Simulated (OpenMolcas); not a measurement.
**As IV: effect of the active space**

- Program: OpenMolcas 26.06
- Method: SS-CASPT2 or its RAS form, IPEA 0.25 Eh, imaginary shift 0.1 Eh
- Basis: ANO-RCC-VQZP
- Scalar Hamiltonian: DKH2, point nucleus
- Spin-orbit coupling: RASSI with atomic mean-field integrals over the reference wave functions, term energies averaged over their components

A. 2 electrons in 4 orbitals (4s 4p); 2S+1 = 3 even, 3 roots; 2S+1 = 1 even, 7 roots; 2S+1 = 3 odd, 3 roots; 2S+1 = 1 odd, 3 roots; closed shells correlated: 3d; CASPT2 step roughly 2 core-seconds
B. 2 electrons in 8 orbitals (4s 4p 5s 5p); 2S+1 = 3 even, 3 roots; 2S+1 = 1 even, 7 roots; 2S+1 = 3 odd, 3 roots; 2S+1 = 1 odd, 3 roots; closed shells correlated: 3d; CASPT2 step about 3 core-seconds
C. 2 electrons in 9 orbitals (RAS2 4s 4p; RAS3 4d, at most 2 electrons); 2S+1 = 3 even, 3 roots; 2S+1 = 1 even, 7 roots; 2S+1 = 3 odd, 3 roots; 2S+1 = 1 odd, 3 roots; closed shells correlated: 3d; CASPT2 step about 5 core-seconds

Energies in cm-1 above 4s2 1S0, the measured ground level; measured values from Moore, Atomic Energy Levels, vol. II, NSRDS-NBS 35 (1971 reprint of NBS Circular 467, 1952).

```
      Level       A       B       C  Measured
    4s2 1S0     0.0     0.0     0.0       0.0
4s 4p 3P* 0   73496   73602   73476          
4s 4p 3P* 1   74501   74605   74475     76962
4s 4p 3P* 2   76650   76754   76622     79492
4s 4p 1P* 1  113034  112884  112160    112022
```

Deviations, from unrounded energies. A percentage is the sum of absolute deviations over the sum of measured energies, with the sign that they share, or ± where signs differ.

| Against measurement | Levels | A | B | C |
| --- | --- | --- | --- | --- |
| mean absolute deviation (cm-1) | 3 | 2100 | 2000 | 1800 |
| other configurations (%) | 3 | ±2.4 | ±2.2 | ±2.0 |

C lies closest to measurement on these levels and A furthest from it. The largest miss of C in the table is 4s 4p 3P* 2, by -2900 cm-1. The ranking rests on the paired levels alone, and a cruder setting can come out closer through cancelling errors.

Among A to C the level of the table that moves most is 4s 4p 1P* 1, by 870 cm-1 (lowest in C, highest in A).

Over all roots computed the reference weight is 0.93 to 0.99 in A, 0.91 to 0.99 in B; the roots of lowest weight are the least certain, and an intruder state may touch them. Active for correlation alone: 5p 5s; no level in the range computed is led by a configuration that fills them, so any true level of that kind is missing (holds for B). Active for correlation alone: 4d; no level in the range computed is led by a configuration that fills it, so any true level of that kind is missing (holds for C). Measured partners are found by configuration, term and J. A level has none where our copy of the source lacks it or the pairing is in doubt (some pairs that miss far off the trend of their configuration count as doubtful), and it then counts in no deviation. Levels of configurations outside the active space are missing. Levels that lie high or do not pair safely by name in every column are left out.

* marks odd parity.
